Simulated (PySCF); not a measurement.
## How methods differ on the excitation energy of V²⁺

V²⁺ [Ar] 3d3 (4F) → V²⁺ [Ar] 3d2 4s1 (4F), as a difference of total energies. All numbers are calculated (PySCF 2.14, the spin-free X2C one-electron Hamiltonian (Gaussian nucleus), in ANO-RCC-VTZP). Correlated levels: valence and next inner shell: [Ne] frozen. The calculations carry no spin-orbit coupling.

| method | excitation energy (eV) |
| --- | --- |
| UHF | 5.508 |
| MP2 (valence and next inner shell) | 5.901 |
| SCS-MP2 (valence and next inner shell) | 5.769 |
| CCSD (valence and next inner shell) | 5.768 |
| CCSD(T) (valence and next inner shell) | 5.755 |

Problem. How much does correlation contribute at CCSD(T) (valence and next inner shell)?

Solution. 5.755 − (5.508) = 0.247 eV, measured against UHF.

A first-order spin-orbit estimate (lowest level to lowest level, LS coupling) adds -0.007 eV.

The basis was made for the ground configuration and has no added diffuse functions, so the excitation energy can come out too high.
